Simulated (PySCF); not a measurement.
# The electron affinity along the 5p block

Calculated with PySCF 2.14 from differences of total energies of unrestricted determinants, without spin-orbit coupling. Values in eV. The last column holds reference values (measured affinities from photodetachment; the arrow runs from anion to atom). Unmarked ones compare directly (S terms, centres of terms, or small fine structure); those marked * lie between the lowest fine-structure levels and include a spin-orbit shift.

```json
{"element": "In (aug-cc-pVQZ-PP with ECP28MDF, ECP)", "configurations": "[Kr] 4d10 5s2 5p2 → [Kr] 4d10 5s2 5p1", "MP2 (valence)": "0.372", "SCS-MP2 (valence)": "0.284", "CCSD (valence)": "0.389", "CCSD(T) (valence)": "0.429", "PBE": "0.548", "r2SCAN": "0.569", "reference": "0.384 *"}
{"element": "Sn (aug-cc-pVQZ-PP with ECP28MDF, ECP)", "configurations": "[Kr] 4d10 5s2 5p3 → [Kr] 4d10 5s2 5p2", "MP2 (valence)": "1.380", "SCS-MP2 (valence)": "1.238", "CCSD (valence)": "1.358", "CCSD(T) (valence)": "1.406", "PBE": "1.421", "r2SCAN": "1.512", "reference": "1.112 *"}
{"element": "Sb (aug-cc-pVQZ-PP with ECP28MDF, ECP)", "configurations": "[Kr] 4d10 5s2 5p4 → [Kr] 4d10 5s2 5p3", "MP2 (valence)": "0.684", "SCS-MP2 (valence)": "0.753", "CCSD (valence)": "0.782", "CCSD(T) (valence)": "0.842", "PBE": "0.969", "r2SCAN": "0.923", "reference": "1.047 *"}
{"element": "Te (aug-cc-pVQZ-PP with ECP28MDF, ECP)", "configurations": "[Kr] 4d10 5s2 5p5 → [Kr] 4d10 5s2 5p4", "MP2 (valence)": "1.937", "SCS-MP2 (valence)": "1.952", "CCSD (valence)": "1.939", "CCSD(T) (valence)": "2.011", "PBE": "2.073", "r2SCAN": "2.031", "reference": "1.971 *"}
{"element": "I (aug-cc-pVQZ-PP with ECP28MDF, ECP)", "configurations": "[Xe] → [Kr] 4d10 5s2 5p5", "MP2 (valence)": "3.290", "SCS-MP2 (valence)": "3.236", "CCSD (valence)": "3.191", "CCSD(T) (valence)": "3.266", "PBE": "3.248", "r2SCAN": "3.258", "reference": "3.059 *"}
```

The highest occupied level of the anion is positive for In⁻ at PBE, r2SCAN; Sn⁻ at PBE, r2SCAN; Sb⁻ at PBE, r2SCAN; Te⁻ at PBE, r2SCAN, so there the basis helps to hold the electron.

"Valence" correlates the outer s and p shells and, in groups 3 to 12 and the f block, the outer d or f shell, open or full, or the next shell where the ion has no valence electron left; the wider scheme adds the next inner shell.
